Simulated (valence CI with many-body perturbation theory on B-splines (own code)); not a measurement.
**Which ion has this spectrum?**

A relativistic CI+MBPT calculation for an atom or ion with 49 electrons gives these levels (cm⁻¹):

```csv
J,Parity,E,g
1/2,odd,0.0,0.67
3/2,odd,33439,1.33
5/2,odd,55197,0.86
7/2,odd,57786,1.14
1/2,even,139184,2.57
3/2,even,158335,1.71
5/2,even,169422,1.49
5/2,even,183146,0.76
7/2,even,186343,1.15
3/2,even,186959,0.63
5/2,even,190816,1.02
7/2,even,190915,1.15
9/2,even,192425,1.25
3/2,even,193013,0.71
```

The energies are calculated, with errors of perhaps 400 cm⁻¹, more in some levels.

(1) Which is it?
A. Ce9+
B. Nd11+
C. Pm12+
D. Pr10+

## Answers

(1) A. Ce9+, ground level 5s2 5p 2P°_1/2.
